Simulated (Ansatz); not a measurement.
`[NH2+]1[InH2-][NH2+][InH2-]1`, charge 0, multiplicity 1.

Q: Give a relaxed structure at PBE0-D4/def2-TZVP (Ansatz). (Estimate.)

A: Computed: 
Z-matrix (Å, degrees):
```
In
N 1 2.218
In 1 3.314 2 41.7
N 1 2.218 2 83.3 3 0.0
H 1 1.721 2 108.3 3 -107.1
H 1 1.721 2 108.3 3 107.2
H 2 1.013 1 113.5 3 119.2
H 2 1.013 1 113.5 3 -119.2
H 3 1.721 1 114.9 2 90.0
H 3 1.721 1 114.9 2 -90.0
H 4 1.013 1 113.5 2 -119.2
H 4 1.013 1 113.5 2 119.2
```
Point group D2h.
This is one stationary point; other conformers may exist.
